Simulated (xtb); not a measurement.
C3H5, charge -1, singlet, geometry from GFN2-xTB, atoms displaced at random by about 0.1 Å a coordinate; GFN2-xTB (xtb).

Input for xtb:
```
$ xtb mol.xyz --gfn 2 --chrg -1 --opt --json

# file mol.xyz
8

C      1.09872441     0.20418271    -0.17491149
C      0.15031807     0.77835788     0.06799607
H      1.57936879    -0.92770937     0.00986249
H      2.11853741     0.77058836    -0.03244679
C     -1.15616864    -0.39995272     0.09236615
H     -0.84665013    -1.55924573     0.06992498
H     -1.68562277    -0.34753397     0.90984815
H     -1.83349199    -0.49768563    -0.84884953
```

Question: Predict the main parts of the log of this xtb run.

Answer: 
```
   ID    Z sym.   atoms
    1    6 C      1, 2, 5
    2    1 H      3, 4, 6-8

           -------------------------------------------------
          |                Calculation Setup                |
           -------------------------------------------------

           -------------------------------------------------
          |                 G F N 2 - x T B                 |
           -------------------------------------------------

          ...................................................
          :                      SETUP                      :
          :.................................................:
          :  # basis functions                  17          :
          :  # atomic orbitals                  17          :
          :  # shells                           11          :
          :  # electrons                        18          :
          :  max. iterations                   250          :
          :  Hamiltonian                  GFN2-xTB          :
          :  restarted?                      false          :
          :  GBSA solvation                  false          :
          :  PC potential                    false          :
          :  electronic temp.          300.0000000     K    :
          :  accuracy                    1.0000000          :
          :  -> integral cutoff          0.2500000E+02      :
          :  -> integral neglect         0.1000000E-07      :
          :  -> SCF convergence          0.1000000E-05 Eh   :
          :  -> wf. convergence          0.1000000E-03 e    :
          :  Broyden damping             0.4000000          :
          :  net charge                         -1          :
          :  unpaired electrons                  0          :
          ...................................................

 iter      E             dE          RMSdq      gap      omega  full diag
   1     -9.0942586 -0.909426E+01  0.539E+00    5.67       0.0  T
   2     -9.1407753 -0.465168E-01  0.282E+00    5.32       1.0  T
   3     -9.1441358 -0.336040E-02  0.143E+00    5.51       1.0  T
   4     -9.1465997 -0.246394E-02  0.534E-01    5.42       1.0  T
   5     -9.1470822 -0.482516E-03  0.109E-01    5.49       1.0  T
   6     -9.1471116 -0.293864E-04  0.648E-02    5.48       1.0  T
   7     -9.1471121 -0.461339E-06  0.179E-02    5.48       2.0  T
   8     -9.1471132 -0.109829E-05  0.478E-03    5.48       7.4  T
   9     -9.1471133 -0.106655E-06  0.825E-04    5.48      42.9  T
  10     -9.1471133 -0.751907E-09  0.243E-04    5.48     145.8  T

   *** convergence criteria satisfied after 10 iterations ***

         :::::::::::::::::::::::::::::::::::::::::::::::::::::
         ::                     SUMMARY                     ::
         :::::::::::::::::::::::::::::::::::::::::::::::::::::
         :: total energy              -8.907707658022 Eh    ::
         :: gradient norm              0.573903542321 Eh/a0 ::
         :: HOMO-LUMO gap              5.482956368546 eV    ::
         ::.................................................::
         :: SCC energy                -9.147112970244 Eh    ::
         :: -> isotropic ES            0.124589768888 Eh    ::
         :: -> anisotropic ES          0.010281252195 Eh    ::
         :: -> anisotropic XC          0.005507098954 Eh    ::
         :: -> dispersion             -0.004407478535 Eh    ::
         :: repulsion energy           0.239405312222 Eh    ::
         :: add. restraining           0.000000000000 Eh    ::
         :: total charge              -1.000000000000 e     ::
         :::::::::::::::::::::::::::::::::::::::::::::::::::::

      -----------------------------------------------------------
     |                   =====================                   |
     |                        A N C O P T                        |
     |                   =====================                   |
     |               Approximate Normal Coordinate               |
[...]
 * total energy  :    -9.0157653 Eh     change       -0.1428464E-01 Eh
 * total energy  :    -9.0161086 Eh     change       -0.3432435E-03 Eh
 * total energy  :    -9.0167761 Eh     change       -0.6675275E-03 Eh
 * total energy  :    -9.0169816 Eh     change       -0.2055376E-03 Eh
 * total energy  :    -9.0171402 Eh     change       -0.1585107E-03 Eh
 * total energy  :    -9.0171465 Eh     change       -0.6377945E-05 Eh
 * total energy  :    -9.0171601 Eh     change       -0.1352678E-04 Eh
 * total energy  :    -9.0171643 Eh     change       -0.4260425E-05 Eh
 * total energy  :    -9.0171731 Eh     change       -0.8803311E-05 Eh
 * total energy  :    -9.0171822 Eh     change       -0.9068883E-05 Eh
 * total energy  :    -9.0171878 Eh     change       -0.5657250E-05 Eh
 * total energy  :    -9.0171897 Eh     change       -0.1809603E-05 Eh
   *** GEOMETRY OPTIMIZATION CONVERGED AFTER 14 ITERATIONS ***
         :: total energy              -9.017189656525 Eh    ::
[...]

         #    Occupation            Energy/Eh            Energy/eV
      -------------------------------------------------------------
         1        2.0000           -0.3644607              -9.9175
         2        2.0000           -0.3166100              -8.6154
         3        2.0000           -0.2693240              -7.3287
         4        2.0000           -0.2600476              -7.0763
         5        2.0000           -0.2564707              -6.9789
         6        2.0000           -0.2182415              -5.9387
         7        2.0000           -0.1696808              -4.6173
         8        2.0000           -0.1003475              -2.7306
         9        2.0000           -0.0506483              -1.3782 (HOMO)
        10                          0.0993223               2.7027 (LUMO)
        11                          0.3359292               9.1411
        12                          0.3642546               9.9119
        13                          0.3861991              10.5090
        14                          0.3983123              10.8386
        15                          0.4085203              11.1164
        16                          0.5486989              14.9309
        17                          0.8623089              23.4646
      -------------------------------------------------------------
                  HL-Gap            0.1499706 Eh            4.0809 eV
             Fermi-level            0.0243370 Eh            0.6622 eV

     #   Z          covCN         q      C6AA      α(0)
     1   6 C        2.838    -0.103    30.583     9.063
     2   6 C        1.955    -0.355    42.339    10.508
     3   1 H        0.917    -0.169     8.761     4.629
     4   1 H        0.923    -0.128     6.644     4.031
     5   6 C        3.758    -0.034    21.229     6.569
     6   1 H        0.920    -0.081     4.955     3.481
     7   1 H        0.923    -0.065     4.480     3.310
     8   1 H        0.923    -0.065     4.480     3.310

 Mol. C6AA /au·bohr⁶  :        818.726315
 Mol. C8AA /au·bohr⁸  :      17183.264368
 Mol. α(0) /au        :         44.901444

Wiberg/Mayer (AO) data.
largest (>0.10) Wiberg bond orders for each atom

 ---------------------------------------------------------------------------
     #   Z sym  total        # sym  WBO       # sym  WBO       # sym  WBO
 ---------------------------------------------------------------------------
     1   6 C    3.881 --     2 C    1.963     4 H    0.963     3 H    0.917
     2   6 C    3.019 --     1 C    1.963     5 C    0.985
     3   1 H    0.971 --     1 C    0.917
     4   1 H    0.984 --     1 C    0.963
     5   6 C    3.932 --     2 C    0.985     7 H    0.979     8 H    0.979
                             6 H    0.961
     6   1 H    0.993 --     5 C    0.961
     7   1 H    0.996 --     5 C    0.979
     8   1 H    0.996 --     5 C    0.979
 ---------------------------------------------------------------------------

Topologies differ in total number of bonds
Writing topology from bond orders to xtbtopo.mol

molecular dipole:
                 x           y           z       tot (Debye)
 q only:       -0.590      -0.007       0.015
   full:       -0.475      -0.765       0.036       2.289
molecular quadrupole (traceless):
                xx          xy          yy          xz          yz          zz
 q only:       -4.448      -0.913       0.930       0.278       0.112       3.518
  q+dip:       -1.625      -0.656      -0.737       0.146       0.114       2.362
   full:       -2.103      -0.232      -1.103       0.174       0.139       3.206

optimized geometry written to: xtbopt.xyz

           -------------------------------------------------
          | TOTAL ENERGY               -9.017189656525 Eh   |
          | GRADIENT NORM               0.000416707914 Eh/α |
          | HOMO-LUMO GAP               4.080906629953 eV   |
           -------------------------------------------------

normal termination of xtb
```
